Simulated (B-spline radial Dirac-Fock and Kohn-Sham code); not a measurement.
The K (1s) hole of strontium ions: width and yield against charge

Calculated with a radial atomic solver, using independent-particle rates on relativistic LDA orbitals of the hole state (multipoles up to L = 3, Coulomb Auger matrix elements, transition energies from Dirac-Fock). Tabulated ground configurations, configuration averages; single configurations, so decays that open only by mixing (as 1s 2s² with 1s 2p² in Be-like ions) are missing and such tiny yields are far too low.

```csv
ion,configuration,radiative (eV),non-radiative (eV),yield
Sr,[Kr] 5s2,2.18,0.976,0.691
Sr⁺,[Kr] 5s1,2.18,0.976,0.691
Sr²⁺,[Ar] 3d10 4s2 4p6,2.19,0.976,0.691
Sr³⁺,[Ar] 3d10 4s2 4p5,2.18,0.975,0.691
Sr⁴⁺,[Ar] 3d10 4s2 4p4,2.18,0.973,0.691
Sr⁵⁺,[Ar] 3d10 4s2 4p3,2.17,0.970,0.691
Sr⁶⁺,[Ar] 3d10 4s2 4p2,2.17,0.968,0.692
Sr⁷⁺,[Ar] 3d10 4s2 4p1,2.16,0.965,0.692
```
